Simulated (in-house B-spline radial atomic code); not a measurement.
Orbital energies and mean radii along the 56-electron series, configuration [Kr] 4d10 4f8 5s2. The effective charge is n√(-2ε), a non-relativistic measure. Computed with an all-electron radial atomic-structure program (B-spline basis): non-relativistic Hartree-Fock, average of the configuration, point nuclei.

This level leaves out relativity, spin-orbit splitting included, which matters for heavy ions.

| ion | Z | energy of 4f (Eh) | mean radius of 4f (bohr) | energy of 4d (Eh) | mean radius of 4d (bohr) | energy of 3d (Eh) | mean radius of 3d (bohr) | energy of 4p (Eh) | mean radius of 4p (bohr) | effective charge of 4f |
| --- | --- | --- | --- | --- | --- | --- | --- | --- | --- | --- |
| Dy10+ | 66 | -6.7921 | 0.68124 | -12.749 | 0.60153 | -56.188 | 0.21295 | -17.645 | 0.57462 | 14.743 |
| Ho11+ | 67 | -7.9817 | 0.64681 | -14.179 | 0.58448 | -59.598 | 0.2088 | -19.236 | 0.56116 | 15.982 |
| Er12+ | 68 | -9.2459 | 0.61668 | -15.683 | 0.5683 | -63.134 | 0.20481 | -20.901 | 0.54821 | 17.201 |
